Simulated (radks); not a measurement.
The numbers below are computed, except where a source is named.
These are the eigenvalues of the occupied orbitals of an atom or ion with whole-number occupations (hartree). Code: a radial shooting solver on a logarithmic mesh with Libxc functionals. Model: non-relativistic Kohn-Sham, AM05, spin-polarised, spherical densities, point nucleus.

orbital  eigenvalue
1s up     -1210.024
1s down   -1210.019
2s up     -184.5778
2s down   -184.5748
2p up     -173.8176
2p down   -173.8129
3s up     -38.65248
3s down   -38.64750
3p up     -34.09633
3p down   -34.09081
3d up     -25.60756
3d down   -25.60239
4s up      -7.90593
4s down    -7.89610
4p up      -6.28774
4p down    -6.27692
4d up      -3.50536
4d down    -3.48887
5s up      -1.80616
5s down    -1.70126
5p up      -1.39105

Which element is it, and in what charge state? The configuration may be excited. Open shells, if any, are filled with parallel spins first.

Answer. Z = 54, xenon, charge +3: Xe3+ in [Kr] 4d10 5s2 5p3. The list shows which subshells hold electrons but not how many an open one holds; the 1s level, -1210 hartree, gives Z - s = 49.2 by -(Z - s)^2/2, which with screening narrows Z to a few neighbours, and the depths of the outer levels then fix element, charge and occupations together.
